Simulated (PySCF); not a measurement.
**Which determinant of TeH⁺ lies lowest?**

Unrestricted PBE0; basis Te def2-SVPD with ECP28, H def2-SVPD; scalar-relativistic core potentials; PySCF 2.14. Outer shells of the fragments: Te+ 4d10 5s2 5p3; H 1s1.

Followed along the bond (rough minima from three points):

```json
{"2Ms+1": "3", "unpaired": "π ↑↑", "⟨S²⟩ at the start": "2.01", "R at minimum (Å)": "1.68", "Te (eV)": "0.00"}
{"2Ms+1": "1", "unpaired": "π ↑↓", "⟨S²⟩ at the start": "1.01", "R at minimum (Å)": "1.68", "Te (eV)": "0.41"}
{"2Ms+1": "1", "unpaired": "none", "⟨S²⟩ at the start": "0.00", "R at minimum (Å)": "1.68", "Te (eV)": "1.58"}
{"2Ms+1": "5", "unpaired": "σ ↑↑, π ↑↑", "⟨S²⟩ at the start": "6.00", "R at minimum (Å)": "none in the scan", "Te (eV)": "≤ 5.16"}
```

Solutions found at the starting distance of 1.740 Å, counted from the lowest of them; the search is not exhaustive and high or unbound solutions are not listed, so other states can lie among these:

```json
{"2Ms+1": "3", "unpaired": "π ↑↑", "term": "³Σ⁻", "E (eV)": "0.00", "⟨S²⟩": "2.01", "⟨Lz²⟩": "0.00", "μ (D)": "0.79"}
{"2Ms+1": "1", "unpaired": "π ↑↓", "term": "mixed", "E (eV)": "0.41", "⟨S²⟩": "1.01", "⟨Lz²⟩": "2.01", "μ (D)": "0.79"}
{"2Ms+1": "1", "unpaired": "none", "term": "mixed", "E (eV)": "1.58", "⟨S²⟩": "0.00", "⟨Lz²⟩": "2.00", "μ (D)": "0.80"}
{"2Ms+1": "3", "unpaired": "σ ↑, π ↑", "term": "³Π", "E (eV)": "3.62", "⟨S²⟩": "2.01", "⟨Lz²⟩": "1.00", "μ (D)": "1.65"}
{"2Ms+1": "1", "unpaired": "σ ↓, π ↑", "term": "mixed", "E (eV)": "3.88", "⟨S²⟩": "1.01", "⟨Lz²⟩": "1.00", "μ (D)": "1.67"}
{"2Ms+1": "5", "unpaired": "σ ↑↑, π ↑↑", "term": "⁵Σ⁻", "E (eV)": "6.02", "⟨S²⟩": "6.00", "⟨Lz²⟩": "0.00", "μ (D)": "0.57"}
```

A term symbol is given only where ⟨S²⟩ and ⟨Lz²⟩ are close to those of a pure state; real π, δ and φ orbitals otherwise mix terms. A positive dipole points towards H; it is taken about the centre of mass and depends on that origin.

Spin–orbit coupling is left out. Counting both spins, an empty level lies below a filled one in some of these solutions, because spin and occupation are held.
